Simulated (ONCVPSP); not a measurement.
## BLYP ONCV dataset for tin, fully relativistic all-electron reference.

```
Element                 : tin (Sn)
Generator               : ONCVPSP 4.0.1
Type                    : optimised norm-conserving Vanderbilt (ONCV)
Functional              : BLYP
Relativity              : fully relativistic
Frozen core             : [Ar] 3d10
Valence charge          : 22
Reference configuration : 4s2 4p6 4d10 5s2 5p2
Partial waves           : 4s+5s: rc 1.55 bohr, ncon 3, nbas 6, qcut 7.8 1/bohr, 2 projectors; 4p+5p: rc 1.75 bohr, ncon 3, nbas 7, qcut 9.4 1/bohr, 2 projectors; 4d: rc 1.60 bohr, ncon 5, nbas 9, qcut 9.2 1/bohr, 3 projectors, debl 3.5 Ha
Local potential         : polynomial inside 1.15 bohr (lpopt 5, dvloc0 1 Ha)
Core correction         : none
```

Open shells are filled in proportion to 2j + 1.

All-electron outer shells of the reference configuration (BLYP, scalar-relativistic, ld1.x):

| shell | level (eV) | outermost node (bohr) | outermost maximum (bohr) |
| --- | --- | --- | --- |
| 3p | -698.64 | 0.14 | 0.30 |
| 3d | -473.32 | – | 0.25 |
| 4s | -133.66 | 0.40 | 0.74 |
| 4p | -89.43 | 0.41 | 0.79 |
| 4d | -25.61 | 0.39 | 0.88 |
| 5s | -10.47 | 0.98 | 2.01 |
| 5p | -3.59 | 1.09 | 2.55 |

Estimate the cutoffs (Ha) at which the residual kinetic energy of the hardest occupied pseudo-wave falls to 1 and 0.1 mHa per electron.

35 Ha and 40 Ha.

What does a ghost test show?

No bound ghost flagged; GHOST(+) flags only above 600 eV.

Which valence shell sets the plane-wave cutoff?

4d: 35 Ha for 1 mHa per electron, against 26 Ha for 4p.

Tests: 4s2 4p6 4d10 5s2 5p1; 4s2 4p6 4d10 5s2 5p0; 4s2 4p6 4d10 5s1 5p0; 4s2 4p6 4d10 5s1 5p2. Which has the largest error in its energy relative to the reference configuration, and how large is it?

4s2 4p6 4d10 5s1 5p0, with -2.1 meV (all-electron minus pseudo) on +51.90 eV.
